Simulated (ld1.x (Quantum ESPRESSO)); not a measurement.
iodine: excitation energies, all-electron against TM

- Element: I
- Generator: ld1.x (Quantum ESPRESSO) 7.5
- Type: norm-conserving Troullier–Martins (Kleinman–Bylander form)
- Functional: PBE
- Relativity: scalar-relativistic
- Frozen core: [Kr] 4d10
- Valence charge: 7
- Reference configuration: 5s2 5p5
- Partial waves: 5p (bound): rc 1.55 bohr; 5d channel at 0.5 Ry: rc 1.80 bohr; 5s (bound): rc 1.85 bohr
- Local potential: the s channel
- Core correction: a·sin(br)/r model core, default radius (core density twice the valence density)

Energies are relative to the spin-unpolarised reference configuration 5s2 5p5; without spin polarisation the order of configurations can differ from experiment.

```csv
valence configuration,charge,ΔE all-electron (eV),error AE − PS (meV)
5s2 5p4,+1,11.131,-3.2
5s2 5p3,+2,30.977,-16
5s2 5p2,+3,60.305,-57
5s2 5p4.5,+0.5,4.532,-1.1
5s2 5p1,+4,99.731,-165
5s1 5p6,0,10.414,-5.1
```

Problem. What are ΔE and the potential's error for 5s1 5p5?

Solution. ΔE = 22.111 eV all-electron; the error (AE − PS) is -11 meV.

Note: ghost states, extra bound levels that the all-electron valence spectrum of the same l lacks: p at -490.7 eV, d at -139.3 eV. A true bound ghost makes a file unfit for plane-wave use.
